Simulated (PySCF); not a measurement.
PySCF input file for AsH3, SMILES [AsH3], PBE-D3(BJ)/def2-TZVPD. Geometry optimised at PBE-D3(BJ)/def2-TZVPD.

```python
import numpy as np
from pyscf import gto, scf, dft, df
from pyscf.hessian import thermo

mol = gto.M(
    atom='''
    As    0.00000000    0.00000000    0.07230957
    H    -1.09736608   -0.63356460   -0.79540518
    H     0.00000001    1.26712912   -0.79540529
    H     1.09736600   -0.63356465   -0.79540524
    ''',
    basis='def2-TZVPD',
    charge=0,
    spin=0,
    max_memory=1600,
    verbose=3,
)
mf = dft.RKS(mol, xc='pbe').density_fit(auxbasis='def2-universal-jkfit')
mf.disp = 'd3bj'
mf.grids.level = 3
mf.conv_tol = 1e-11
mf.max_cycle = 100
mf.kernel()

# analytic Hessian; the response equations are solved on a coarser grid
h, args, fine = mf.Hessian(), (mf.mo_energy, mf.mo_coeff, mf.mo_occ), mf.grids
h.max_memory = max(150, 2.5e-5 * df.make_auxmol(mol, mf.with_df.auxbasis).nao * mol.nelec[0] * (mol.nelec[0] + mol.nao))  # MB; small integral blocks
h1ao = h.make_h1(mf.mo_coeff, mf.mo_occ)
mf.grids = dft.Grids(mol).set(level=1).build(with_non0tab=True)
mo1, mo_e1 = h.solve_mo1(*args, h1ao)
mf.grids = fine
hess = h.hess_elec(*args, mo1, mo_e1, h1ao) + h.hess_nuc()
if mf.do_disp():
    hess += h.get_dispersion()
for i in range(mol.natm):  # the analytic DFT Hessian lacks the response of the grid: restore translational invariance
    hess[i, i] -= hess[i].sum(axis=0)
hess = (hess + hess.transpose(1, 0, 3, 2)) / 2
vib = thermo.harmonic_analysis(mol, hess, imaginary_freq=False)
thermo.dump_normal_mode(mol, vib)
th = thermo.thermo(mf, vib['freq_au'][vib['freq_au'] > 0], 298.15, 101325)
thermo.dump_thermo(mol, th)
g0 = mf.nuc_grad_method().set(verbose=0).kernel()

# dipole derivatives [dipole axis, atom, xyz] from the same response
r, irp = mol.intor('int1e_r'), mol.intor('int1e_irp').reshape(3, 3, mol.nao, mol.nao)
sl, dm0, ok = mol.aoslice_by_atom(), np.array(mf.make_rdm1()), []
dmu = np.einsum('a,xt->xat', mol.atom_charges(), np.eye(3))
for a, (_, _, p0, p1) in enumerate(sl):
    dmu[:, a] += 2 * np.einsum('xtij,ij->xt', irp[:, :, :, p0:p1], dm0.reshape(-1, mol.nao, mol.nao).sum(0)[:, p0:p1])
    for u, c, occ, f in [(mo1, mf.mo_coeff, mf.mo_occ, 4)]:
        dmu[:, a] -= f * np.einsum('tui,xuv,vi->xt', u[a], r, c[:, occ > 0], optimize=True)
L = vib['norm_mode']
ir = 974.8801 * (np.einsum('xat,kat->kx', dmu, L) ** 2).sum(1)       # km/mol
apt = np.einsum('xax->a', dmu) / 3
print('mode   freq/cm-1   IR/(km/mol)')
for k, w in enumerate(vib['freq_wavenumber']):
    print(f'{k + 1:4d} {w:11.2f} {ir[k]:13.3f}')
print('max |gradient| / (hartree/bohr):', abs(g0).max())
print('APT charges:', apt.round(4))
```

It prints:

```
converged SCF energy = -2237.31889900946

WARN: DFTD3 does not support analytical Hessian, using finite difference


WARN: Mole.unit (angstrom) is changed to Bohr

Mode                                 0                   1                   2
Irrep
Freq [cm^-1]                      893.1295            977.5764            977.5814
Reduced mass [au]                   1.0364              1.0151              1.0151
Force const [Dyne/A]                0.4871              0.5716              0.5716
Char temp [K]                    1285.0145           1406.5148           1406.5220
Normal mode                   x     y     z       x     y     z       x     y     z
       0  As                -0.00  0.00 -0.02    0.00 -0.01 -0.00    0.01  0.00 -0.00
       1   H                -0.27 -0.15  0.48   -0.40  0.54  0.11    0.07  0.30 -0.31
       2   H                 0.00  0.31  0.48   -0.14 -0.22 -0.32   -0.69  0.04  0.06
       3   H                 0.27 -0.15  0.48    0.39  0.39  0.22   -0.09 -0.49  0.25
Mode                                 3                   4                   5
Irrep
Freq [cm^-1]                     2124.7406           2142.0281           2142.0415
Reduced mass [au]                   1.0191              1.0214              1.0214
Force const [Dyne/A]                2.7106              2.7611              2.7612
Char temp [K]                    3057.0287           3081.9016           3081.9208
Normal mode                   x     y     z       x     y     z       x     y     z
       0  As                 0.00  0.00  0.01   -0.01 -0.00  0.00   -0.00  0.01 -0.00
       1   H                -0.42 -0.24 -0.30    0.54  0.32  0.42   -0.21 -0.11 -0.16
       2   H                 0.00  0.49 -0.30   -0.01  0.11 -0.07   -0.00 -0.66  0.45
       3   H                 0.42 -0.24 -0.30    0.45 -0.27 -0.35    0.37 -0.20 -0.28
temperature 298.1500 [K]
pressure 101325.00 [Pa]
Rotational constants [GHz] 109.47908 109.47908 104.08632
Symmetry number 3
Zero-point energy (ZPE) 0.02109 [Eh]   55369.740 [J/mol]
                           tot       elec      trans        rot        vib
Entropy [J/mol/K]       223.213      0.000    163.073     58.674      1.467
Cv [J/mol/K]             30.531      0.000     12.472     12.472      5.588
Cp [J/mol/K]             38.845      0.000     20.786     12.472      5.588
Internal energy [J/mol]                      3718.434   3718.434  55728.710
Internal energy [Eh]   -2237.29484  -2237.31890
Enthalpy [J/mol]                             6197.391   3718.434  55728.710
Enthalpy [Eh]          -2237.29390
Gibbs free energy [J/mol]                  -42422.717 -13775.241  55291.452
Gibbs free energy [Eh] -2237.31924
mode   freq/cm-1   IR/(km/mol)
   1      893.13        22.798
   2      977.58         9.383
   3      977.58         9.384
   4     2124.74        72.032
   5     2142.03        91.937
   6     2142.04        91.923
max |gradient| / (hartree/bohr): 1.795922667917945e-05
APT charges: [ 0.3903 -0.1301 -0.1301 -0.1301]
```

The calculation finished and met its thresholds.
